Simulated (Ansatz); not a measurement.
Consider the hydrogenolysis of a C–Si bond: `[SiH3]CCBr` + H₂ → `CCBr` + SiH₄.

Program: Ansatz. Geometries: PBE0-D4/def2-TZVP. ΔE: electronic, gas phase. CCSD(T)/CBS is the MP2 limit (def2-TZVPP, def2-QZVPP) plus CCSD(T) − MP2 in def2-TZVPP, frozen cores. This one scheme is used for every species. DFT in def2-TZVPP. B3LYP here is the variant with VWN-RPA as its local correlation; programs differ in this. For Br outer-core shells are correlated without core-valence functions, which leaves a few kJ/mol of doubt a bond. Scalar relativity is left out up to krypton. One conformer a species, not always the lowest.

Task: Is it downhill or uphill in electronic energy at CCSD(T)/CBS, and by how much? (Estimate.)

Result: The calculation gave: Downhill: ΔE = -28.7 kJ/mol.

Task: What do these levels give: PBE-D4, BLYP-D4, r2SCAN-D4, B3LYP-D4, ωB97X-V, PBE, LC-ωPBE, HF/def2-SVP, MP2/def2-SVP, CCSD(T)/def2-SVP, HF/def2-TZVPP, MP2/CBS(def2)? (Estimate.)

Result: The calculation gave: PBE-D4 -26.1, BLYP-D4 -28.3, r2SCAN-D4 -27.9, B3LYP-D4 -32.1, ωB97X-V -33.0, PBE -32.6, LC-ωPBE -36.3, HF/def2-SVP -63.3, MP2/def2-SVP -37.2, CCSD(T)/def2-SVP -43.7, HF/def2-TZVPP -57.3, MP2/CBS(def2) -22.2 kJ/mol.

Largest T1 diagnostic among the species: 0.011.

From r2SCAN to r2SCAN0 (25 % exact exchange), in def2-TZVPP and without D4, ΔE moves by −3.3 kJ/mol. In def2-TZVPP, CCSD(T) changes the Hartree–Fock value by +25.3 kJ/mol (the triples alone add +4.9 kJ/mol) and MP2 by +31.8 kJ/mol.
